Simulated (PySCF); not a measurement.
Si(F)(OH)3 (FH₃O₃Si), SMILES F[Si](O)(O)O. Heavy atoms are numbered as in [OH:1][Si:2]([OH:3])([OH:4])[F:5]. Hydrogens are named by the atom that carries them.

Coordinates come from a TPSSh-D3(BJ)/def2-SVP optimisation. Other conformers were not sampled.

All values below come from KT2/pcSseg-1 (PySCF).

GIAO shieldings, no solvent; atoms alike by connectivity are averaged. δ = σ(ref) − σ: ¹⁷O against H2O (σ = 330.4 ppm); ²⁹Si against TMS (σ = 361.9 ppm); ¹⁹F against CFCl3 (σ = 127.1 ppm); ¹H against TMS (σ = 31.47 ppm), references at their B3LYP-D3(BJ)/def2-TZVP geometries, non-relativistic.

```
atoms    nucleus  count  δ (ppm)
-------  -------  -----  -------
O1 (OH)      ¹⁷O      3      [?]
Si2         ²⁹Si      1    -64.8
F5           ¹⁹F      1      [?]
H on O1       ¹H      3     2.21
```

Q: What belongs in the gaps? (The exact figures need the calculation; the answer reports its results.)

A: 
- F5, δ (ppm): -174.8
- O1 (OH), δ (ppm): 44.5
